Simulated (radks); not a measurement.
Values are calculated unless marked as measured or tabulated.
Dispersion coefficients C6 (hartree bohr^6) between ground-configuration atoms and ions, from the Casimir-Polder integral (3/pi) of alpha_A(iw) alpha_B(iw). Code: a radial shooting solver on a logarithmic mesh with Libxc functionals. Model: non-relativistic Kohn-Sham, LDA (Slater exchange, Perdew-Wang correlation), spin-unpolarised, spherical densities, point nucleus. Response by self-consistent Sternheimer equations with the Hartree and adiabatic LDA kernel. For heavy and open-shell atoms this level of theory can miss by tens of per cent.

C6       P+   Ag2+   Tc2+    Mn+   Sn3+     Cd     N+
P+    76.47
Ag2+  43.56  30.62
Tc2+  58.89  38.57  49.71
Mn+   103.5  56.05  77.12  149.1
Sn3+  52.02  33.00  42.93  70.12  37.67
Cd    184.4  98.91  136.6  267.6  124.6  481.0
N+    24.66  15.76  20.49  32.18  17.67  57.02  8.487

Static polarisabilities (bohr^3): P+ ([Ne] 3s2 3p2) 14.74, Ag2+ ([Kr] 4d9) 5.953, Tc2+ ([Kr] 4d5) 9.249, Mn+ ([Ar] 3d5 4s1) 28.32, Sn3+ ([Kr] 4d10 5s1) 9.548, Cd ([Kr] 4d10 5s2) 52.80, N+ ([He] 2s2 2p2) 3.839. The combination rule 2 Ca Cb / ((alpha_b/alpha_a) Ca + (alpha_a/alpha_b) Cb) gives 122.7 for Sn3+-Cd, against 124.6 from the integral.
